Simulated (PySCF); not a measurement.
**Working out the ionisation energy of Se¹⁶⁺**

Se¹⁶⁺ [Ar] (1S) → Se¹⁷⁺ [Ne] 3s2 3p5 (2P). Computed with PySCF 2.14 in an uncontracted even-tempered set (17 s from 1.4 bohr⁻², ratio 2.5; 11 p from 1.8 bohr⁻², ratio 2.5; 5 d from 10 bohr⁻², ratio 2.7; 4 f from 16 bohr⁻², ratio 2.7), with the non-relativistic Hamiltonian (point nucleus). Frozen: 1s2; the 18 highest virtual orbitals dropped. Energies in hartree (1 hartree = 27.21139 eV):

| part | Se¹⁶⁺ (lower) | Se¹⁷⁺ (upper) |
| --- | --- | --- |
| UHF | -2271.122327 | -2247.270421 |
| MP2 opposite-spin | -0.431576 | -0.411007 |
| MP2 same-spin | -0.169056 | -0.154822 |

What does Hartree-Fock give?

(-2247.270421) − (-2271.122327) = 23.851906 hartree = 649.043 eV.

What do MP2 and SCS-MP2 (6/5 opposite-spin, 1/3 same-spin) give?

The opposite-spin parts differ by 0.560 eV and the same-spin parts by 0.387 eV. MP2: 649.043 + (0.560) + (0.387) = 649.990 eV. SCS-MP2: 649.043 + 1.2 × (0.560) + (0.387)/3 = 649.844 eV.

Reference: 650.5 ± 2.1 eV (semi-empirical (NIST evaluation); NIST Atomic Spectra Database, ionization energies), between the lowest levels; spin-orbit coupling is absent from the calculation.

The calculation is non-relativistic.

What remains against the reference includes basis incompleteness, the frozen core and correlation beyond second order.
